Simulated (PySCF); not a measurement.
I2Zn, charge -1, multiplicity 2. Atoms are numbered in the order given.

```xyz
3

Zn     0.0000     0.0000     1.0561
I      0.0000     2.3488    -0.2989
I      0.0000    -2.3488    -0.2989
```
Charge -1, spin multiplicity 2.

Coordinates come from a B3LYP-D3(BJ)/def2-SVPD optimisation. The def2 effective core potentials stand for the cores of I; spin–orbit coupling is left out.

Level of theory: M06-2X/def2-TZVPD (PySCF).

Mulliken values depend strongly on the basis, most of all with diffuse functions as here. ESP charges are fitted to the potential on shells at 1.4 to 2.0 van der Waals radii. Atomic charges (e):

```tsv
atom	Mulliken	ESP fit	Mulliken spin
Zn1	0.02	…	0.75
I2	-0.51	…	0.12
I3	-0.51	…	0.12
```

Q: What belongs in the gaps? (An estimate is asked for; the answer gives what the named calculation found.)

A: 
- Zn1, ESP fit: 0.09
- I2, ESP fit: -0.54
- I3, ESP fit: -0.54
